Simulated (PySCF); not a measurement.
## Dipole response of C (carbon, neutral)

[He] 2s2 2p2, high-spin 3P determinant. All numbers are calculated (PySCF 2.14, no relativity, point nucleus, in dyall-av2z). Coupled (time-dependent) response in atomic units; α is the mean over directions. A double-zeta set is small for polarisabilities.

```tsv
method	mean α (bohr³)	α xx, yy, zz	C₆ (like pair)	S(−4)
UHF	11.62	10.57, 12.14, 12.14	45.00	88.90
PBE	12.55	10.61, 13.52, 13.52	50.87	96.26
PBE0	12.02	10.41, 12.83, 12.83	48.12	84.06
B97-3	11.82	10.36, 12.56, 12.56	47.17	77.40
M06	12.06	10.35, 12.91, 12.91	47.00	91.93
```

S(−4) is the Cauchy moment in α(ω) = α(0) + S(−4) ω² + …

Reference α: 11.3 ± 0.4 bohr³ (recommended; Schwerdtfeger and Nagle, table of static dipole polarizabilities (2023 update)). Published C₆: 46.60 (Chu and Dalgarno (2004); Tang, Norbeck and Certain (1976)).

α(iu) at PBE0:

```
u (hartree)  α(iu) (bohr³)
          0          12.02
     0.0500          11.82
      0.100          11.27
      0.200          9.641
      0.300          7.959
      0.500          5.346
      0.750          3.392
       1.00          2.300
       1.50          1.244
       2.00         0.7766
       3.00         0.3859
       5.00         0.1545
```

A single London oscillator, α(iu) = α/(1 + u²/ω²), gives C₆ = (3/4) ω α². Matching the computed C₆ needs ω = 4 × 48.12 / (3 × 12.02²) = 0.444 hartree.

The components differ because the open shell of this determinant is not spherical; for a pure term their mean is the scalar polarisability.
